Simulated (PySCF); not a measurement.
Compound: C₈H₆FN.
SMILES with atom numbers: `[N:1]#[C:2][C:3]1=[CH:4][C@@H:5]2[CH:6]=[CH:7][C@H:8]1[C@H:9]2[F:10]`

Definitions: NICS(0) = −σiso at the ring centroid; NICS(1) = −σiso and NICS(1)zz = −σzz at ±1 Å along the ring normal z. Level: GIAO PBE0/pcSseg-1 (PySCF, non-relativistic, gas phase) on the GFN2-xTB geometry, one conformer.

Ring bond lengths (Å), with Mayer bond orders in brackets: C3–C4 1.340 (1.70), C4–C5 1.512 (0.97), C5–C9 1.546 (0.93), C9–C8 1.543 (0.91), C8–C3 1.528 (0.94); C5–C6 1.523 (0.95), C6–C7 1.325 (1.85), C7–C8 1.519 (0.96), C8–C9 1.543 (0.91), C9–C5 1.546 (0.93).

Problem. Give the NICS values of each ring in ppm.

Solution. 
```json
{"ring": "C3–C4–C5–C9–C8", "type": "5-membered carbocycle; formal bonds 1 double, 4 single", "NICS(0)": "-5.6", "NICS(1), two faces": "-4.3 / -7.1", "NICS(1)zz, two faces": "-7.5 / -6.6", "rms pucker (Å)": "0.27", "centre to ring atoms, mean (Å)": "1.22"}
{"ring": "C5–C6–C7–C8–C9", "type": "5-membered carbocycle; formal bonds 1 double, 4 single", "NICS(0)": "-1.1", "NICS(1), two faces": "-5.2 / -2.9", "NICS(1)zz, two faces": "-8.3 / -4.3", "rms pucker (Å)": "0.26", "centre to ring atoms, mean (Å)": "1.23"}
```

Problem. What can be read from them?

Solution. 
- C3–C4–C5–C9–C8: mean NICS(1)zz -7.1 ppm, shielded. C5, C8, C9 have four or more neighbours; no verdict on aromaticity is drawn.
- C5–C6–C7–C8–C9: mean NICS(1)zz -6.3 ppm, shielded. C5, C8, C9 have four or more neighbours; no verdict on aromaticity is drawn. The two faces differ by 4.0 ppm, so no symmetry operation interchanges them.

Problem. At the second NICS(1) probe listed for ring C3–C4–C5–C9–C8, 1 Å off the ring, how large is the induced field along the normal in 14.1 T applied along it?

Solution. NICSzz × B0 = -6.6 ppm × 14.1 T = -93 μT, against the applied field.
